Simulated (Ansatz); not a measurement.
Relaxation of BCl₃FH (6 atoms, charge 0, multiplicity 1), to a largest force component of 0.03 eV/Å in at most 50 steps.

The calculation used RKS PBE0-D4/def2-SVP in Ansatz 0.2.0.

```xyz
6
Properties=species:S:1:pos:R:3:forces:R:3
B 0.016 -0.492 -0.491 0.01 0.02 -0.10
Cl 0.012 0.124 2.509 0.03 -1.17 -0.23
Cl 1.524 0.258 -0.919 0.07 0.01 -0.01
Cl -1.512 0.219 -0.914 -0.07 0.00 0.00
F 0.034 -1.682 0.085 -0.01 -0.10 -0.09
H 0.047 -1.156 2.141 -0.03 1.23 0.43
```

**Question.** Where does it end, and by what steps?

**Answer.** The forces met the threshold. After 5 steps the energy has fallen by 0.051 eV; H6 moved furthest, 0.23 Å.

```
step  energy less start (eV)  largest force component (eV/Å)  accepted
   0                  0.0000                           1.229       yes
   1                 -0.0216                           0.672       yes
   2                 -0.0301                           0.773       yes
   3                 -0.0444                           0.397       yes
   4                 -0.0444                           0.471       yes
   5                 -0.0513                           0.019       yes
```

```xyz
6
Properties=species:S:1:pos:R:3
B 0.018 -0.497 -0.589
Cl 0.020 0.110 2.630
Cl 1.527 0.267 -0.998
Cl -1.515 0.224 -0.985
F 0.037 -1.684 -0.017
H 0.034 -1.150 2.370
```

Whether the end is a true minimum wasn't checked by a vibrational analysis.

Run time: 13 s on 2 threads of Arm Neoverse V1, with other jobs on the host, peak memory 0.18 GiB.
